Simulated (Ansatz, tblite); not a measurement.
Removing and adding an electron: KBr2 (the lowest doublet isomer of a short search). Total charge 0; doublet. Geometry: PBE-D4/def2-TZVP. Ansatz, gas phase; energy differences of separate SCF runs; the oxidised species is a singlet (the triplet lies 0.22 eV higher at PBE0-D4/def2-TZVP); the reduced species is a singlet (the triplet lies 1.13 eV higher at PBE0-D4/def2-TZVPD).

```xyz
3

K    -1.726    0.273    0.245
Br    0.903   -0.979    1.098
Br    0.823    0.705   -1.343
```

The xTB rows come from tblite. In the doublet, Br2 and Br3 lie 2.97 Å apart (atoms count from 1), so these atoms are partly bonded to each other. The structure comes from a short search, and lower isomers may exist.

```tsv
level	−HOMO (eV)	vertical IE (eV)	−LUMO (eV)	vertical EA (eV)	HOMO–LUMO gap (eV)	IE − EA (eV)	remarks
r2SCAN-D4/def2-TZVP	5.57	8.67	4.27	–	1.30	–	restricted SCF unstable in HF (+1 singlet)
r2SCAN-D4/def2-TZVPD	5.60	–	4.30	1.69	1.30	–	HOMO above zero (-1 singlet)
PBE0-D4/def2-TZVP	6.49	8.69	3.56	–	2.93	–	restricted SCF unstable in HF (+1 singlet)
PBE0-D4/def2-TZVPD	6.52	–	3.60	1.75	2.92	–	–
```

Estimate the rows for GFN1-xTB, GFN2-xTB, PBE-D4/def2-TZVP, PBE-D4/def2-TZVPD.


```json
{"level": "GFN1-xTB", "−HOMO (eV)": "–", "vertical IE (eV)": "12.96", "−LUMO (eV)": "–", "vertical EA (eV)": "6.47", "HOMO–LUMO gap (eV)": "–", "IE − EA (eV)": "6.49", "remarks": "–"}
{"level": "GFN2-xTB", "−HOMO (eV)": "–", "vertical IE (eV)": "13.05", "−LUMO (eV)": "–", "vertical EA (eV)": "6.60", "HOMO–LUMO gap (eV)": "–", "IE − EA (eV)": "6.45", "remarks": "–"}
{"level": "PBE-D4/def2-TZVP", "−HOMO (eV)": "5.21", "vertical IE (eV)": "8.40", "−LUMO (eV)": "4.36", "vertical EA (eV)": "–", "HOMO–LUMO gap (eV)": "0.86", "IE − EA (eV)": "–", "remarks": "restricted SCF unstable in HF (+1 singlet)"}
{"level": "PBE-D4/def2-TZVPD", "−HOMO (eV)": "5.26", "vertical IE (eV)": "–", "−LUMO (eV)": "4.41", "vertical EA (eV)": "1.67", "HOMO–LUMO gap (eV)": "0.85", "IE − EA (eV)": "–", "remarks": "HOMO above zero (-1 singlet)"}
```

Relaxing the oxidised species (PBE-D4/def2-TZVP) changes its energy by -1.42 eV at PBE-D4/def2-TZVP, so the adiabatic ionisation energy to this nearest minimum is 6.97 eV. At PBE0-D4/def2-TZVP it is 7.00 eV. In the charge 1 singlet, Br2 and Br3 lie 2.32 Å apart (atoms count from 1), so these atoms are partly bonded to each other. Run but left out: HF/def2-TZVPP, MP2/def2-TZVPP, CCSD/def2-TZVPP, CCSD(T)/def2-TZVPP (flagged by the program: other roots).   A HOMO above zero means that the electron is unbound at that level or that self-interaction error raises the level; the energy of removing that electron tells which. HOMO and LUMO are the levels of the spin that leaves or enters (xTB has no such levels and no spin-polarisation term). Other spin states of the ions may lie lower, which would lower the ionisation energy or raise the affinity. Raw xTB energy differences between charge states are shifted by several eV; the methods need an empirical correction for them.
